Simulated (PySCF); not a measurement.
Zn(H)(SMe) (CH4SZn), SMILES C[S][ZnH]. Coordinates come from a PBE0-D3(BJ)/def2-SVP optimisation.

### Question
Give the equilibrium geometry at PBE0-D3(BJ)/def2-SVP (PySCF confirms it by a frequency run) as bond lengths and angles, and its point group. (An estimate is asked for; the answer gives what the named calculation found.)

### Answer
point group Cs.
Atoms: Zn1 H2 S3 C4 H5 H6 H7. Bond lengths (Å): Zn1–H2 1.540, Zn1–S3 2.182, S3–C4 1.830, C4–H5 1.099, C4–H6 1.099, C4–H7 1.099. Bond angles (°): H2–Zn1–S3 179.4, Zn1–S3–C4 100.5, S3–C4–H5 112.4, S3–C4–H6 106.7, S3–C4–H7 112.4, H5–C4–H6 107.9, H5–C4–H7 109.5, H6–C4–H7 107.9.
Charge 0, spin multiplicity 1.
